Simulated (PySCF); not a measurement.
## Mn+: what the settings change

The free ion Mn+ in its d6 configuration. Only this configuration is treated; at so low a charge one with s electrons may lie lower or mix in.

Method (PySCF 2.14, density fitting): CASSCF(6,5) with orbitals averaged over all microstates of the shell, strongly contracted NEVPT2 on the averaged canonical orbitals; basis x2c-TZVPall; spin-free X2C; gas phase; spin-orbit coupling by state interaction with the mean-field operator over all roots.

Base run: NEVPT2 ground state 5D, next 3P at 16924, then 3H at 17157 cm⁻¹, B(NEVPT2) 814, ζ 274 cm⁻¹, μeff(300 K) 6.44 μB.

Problem. What happens with the basis x2c-TZVPall?

Solution. NEVPT2 ground state 5D, next 3P at 16924, then 3H at 17157 cm⁻¹, B(NEVPT2) 814, ζ 274 cm⁻¹, μeff(300 K) 6.44 μB.
